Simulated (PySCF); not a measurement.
PySCF 2.14 output of a UHF calculation on a single atom or ion in cc-pV(T+d)Z, with no relativity, point nucleus:

```
SCF conv_tol = 1e-09
number electrons alpha = 8  beta = 6
cycle= 1 E= -340.351231785393  delta_E= -0.00421  |g|= 0.0253  |ddm|= 0.0623
cycle= 2 E= -340.35189808077  delta_E= -0.000666  |g|= 0.0105  |ddm|= 0.0257
cycle= 3 E= -340.352036726007  delta_E= -0.000139  |g|= 0.00051  |ddm|= 0.0193
cycle= 4 E= -340.352036969277  delta_E= -2.43e-07  |g|= 6.76e-05  |ddm|= 0.00179
cycle= 5 E= -340.352036975005  delta_E= -5.73e-09  |g|= 1.46e-05  |ddm|= 0.000407
cycle= 6 E= -340.352036975282  delta_E= -2.78e-10  |g|= 2.82e-06  |ddm|= 0.000101
converged SCF energy = -340.352036975282  <S^2> = 2.0132421  2S+1 = 3.0088151
```

The run itself started from symmetry-adapted Hartree-Fock orbitals and held the occupation by maximum overlap, so the iterations belong to that start.

Question: Which element, charge and spin multiplicity is this?

Answer: P⁺ (phosphorus, charge +1), multiplicity 3; the state was [Ne] 3s2 3p2, high-spin 3P determinant.
